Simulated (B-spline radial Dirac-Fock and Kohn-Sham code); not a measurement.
**Tl 3d3/2: cross section and angular parameters**

System: neutral thallium, 1s2 2s2 2p6 3s2 3p6 3d10 4s2 4p6 4d10 4f14 5s2 5p6 5d10 6s2 6p1; threshold 2485.0 eV (tabulated edge). The computed values come from a radial finite-basis atomic code: Dirac-Hartree-Slater photoionisation with a Latter tail; cross sections with all multipoles, angular parameters from the dipole term and its interference with E2.

For linearly polarised light dσ/dΩ = σ/(4π) [1 + β P₂(cos θ) + (δ + γ cos²θ) sin θ cos φ], with θ from the polarisation vector and φ the angle between the beam and the projection of the electron momentum on the plane normal to the polarisation.

```
hν (eV)  σ (kb)      β      γ      δ
   4720    55.4  1.205  0.088  0.071
   5510    35.1  1.262  0.313  0.090
   5820    29.7  1.275  0.397  0.097
   6120    25.5  1.284  0.477  0.102
 8047.8    10.8  1.292  0.931  0.134
  10000    5.36  1.261  1.295  0.162
  11500       ?      ?      ?      ?
  12000    2.92  1.218  1.600  0.191
```

**Question.** Give the values at 11500 eV.

**Answer.** σ = 3.37 kb, β = 1.229, γ = 1.529, δ = 0.184.
